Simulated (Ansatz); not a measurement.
System: sum formula H7SiN2O2, net charge 1, singlet state. It need not be the lowest isomer of its formula. 
Coordinates optimised at B3LYP-D3(BJ)/def2-TZVP (Ansatz, an electronic-structure program):
```
Si
O 1 1.6129
H 2 0.9614 1 124.34
N 1 1.6635 2 114.59 3 85.55
H 4 1.0080 1 124.25 2 -170.02
H 4 1.0084 5 112.78 1 -177.08
N 1 1.6661 2 124.10 3 -60.54
H 7 1.0086 1 121.95 2 116.73
H 7 1.0087 8 112.25 1 165.51
O 1 1.8541 2 89.25 3 -162.51
H 10 0.9697 1 122.10 2 -161.28
H 10 0.9720 11 111.68 1 -146.54
```
Charge +1, spin multiplicity 1.

Basis-set convergence of Hartree-Fock and CCSD correlation energies (hartree) with Ansatz. Valence correlation only, unless marked. Spin-orbit coupling is left out. Non-relativistic.

```json
[
 {"basis": "cc-pV(D+d)Z", "functions": "114", "E(HF)": "-551.58159", "E(corr, CCSD)": "-0.84745"},
 {"basis": "cc-pV(T+d)Z", "functions": "257", "E(HF)": "-551.70267", "E(corr, CCSD)": "-1.05144"},
 {"basis": "cc-pV(Q+d)Z", "functions": "494", "E(HF)": "-551.72781", "E(corr, CCSD)": "-1.11975"}
]
```

Extrapolating the two largest sets (X = 3 and 4) as X^-3: E(corr) = (64·(-1.11975) - 27·(-1.05144))/37 = -1.1696 Eh, an estimate of the basis-set limit. The largest set recovers 95.7 % of it, the smallest 72.5 %.
